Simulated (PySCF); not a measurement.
A GIAO shielding run with PySCF (density fitting, non-relativistic, gas phase) on `CC(C)[C@H](C)CC[SiH3]`, C7H18Si:

```
{"job": {"kind": "nmr", "xc": "HF", "basis": "pcSseg-1", "pop": false}, "charge": 0, "multiplicity": 1}
C     -2.813231     0.403924    -0.884513
C     -1.635833     0.465683     0.083512
C     -2.054221    -0.009324     1.472275
C     -0.389475    -0.258305    -0.470252
C     -0.572224    -1.767985    -0.594449
C      0.867761     0.094291     0.334106
C      2.184360    -0.292308    -0.338755
Si     3.714439     0.235911     0.626534
H     -2.527657     0.751394    -1.889883
H     -3.643395     1.036618    -0.534003
H     -3.206585    -0.620406    -0.983656
H     -1.347691     1.529442     0.173732
H     -2.883349     0.603520     1.858356
H     -2.403921    -1.053856     1.453386
H     -1.231167     0.055945     2.199654
H     -0.234871     0.142010    -1.490285
H     -0.640667    -2.248044     0.394872
H      0.273432    -2.230194    -1.124777
H     -1.482341    -2.025648    -1.155953
H      0.812473    -0.384432     1.327980
H      0.864322     1.182011     0.526358
H      2.245670    -1.383264    -0.491152
H      2.245387     0.157213    -1.346053
H      4.962928    -0.160489    -0.096278
H      3.728190     1.720999     0.815481
H      3.728281    -0.403242     1.980216
```

Hardware: 1 thread of an Arm Neoverse V1, shared host.

Question: How large is the calculation?

Answer: 74 electrons, 233 basis functions and 1226 auxiliary functions.

Question: How long does it take?

Answer: 25 s of wall time, with 10 SCF cycles and 6 response iterations. Times on a shared host scatter by some tens of per cent.

Question: And these other runs on the same molecule and hardware: GIAO shielding at PBE0/pcSseg-1?

Answer: PBE0/pcSseg-1: 233 functions, 46 s.
